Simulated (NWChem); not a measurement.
System: AlF2, doublet; SMILES [F][Al][F]

NWChem input:

```
start job
memory heap 200 mb stack 900 mb global 1100 mb
geometry units angstroms noautoz
  Al     0.000000     0.000000     0.507738
  F     -1.434552     0.000000    -0.331077
  F      1.434552     0.000000    -0.331077
end
basis spherical
  Al library def2-tzvp
  F library def2-tzvp
end
dft
  odft
  mult 2
  xc xpbe96 cpbe96
  iterations 150
  mulliken
end
task dft energy
```

In the optimisation the excess spin sits in a1 (C2v, its own frame). Geometry: optimised at PBE0/def2-SVP, spin-unrestricted. The spin multiplicity was typed, not searched, and may not be the lowest. No stability test was run on the SCF state.

Question: Give the results of this calculation. (PBE/def2-TZVP, spin-unrestricted.) Quantities: energy (Ha); highest occupied level (eV); lowest empty minus highest occupied level, either spin (eV); dipole (D); <S²>.

Answer: The energy (Ha) is -442.00. The highest occupied level (eV) is -5.99, the lowest empty minus highest occupied level, either spin (eV) is 1.70 and the dipole (D) is 1.76. The <S²> is 0.751.
